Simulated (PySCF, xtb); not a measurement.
CH₃Se, SMILES C[Se] (connectivity only; charge and spin as stated), charge -1, multiplicity 1.

GFN2-xTB in xtb at its own geometry gives an orbital gap of 5.07 eV.

Geometry: ωB97X-D3(BJ)/def2-TZVPD. The spin state was assumed, not searched. The isomer is the one that the SMILES or the coordinates give; other isomers of the formula were not compared.

What does CAM-B3LYP/def2-TZVPD (PySCF) give? (An estimate is asked for; the answer gives what the named calculation found.)

gap 5.33 eV (levels -1.08 and 4.25 eV).
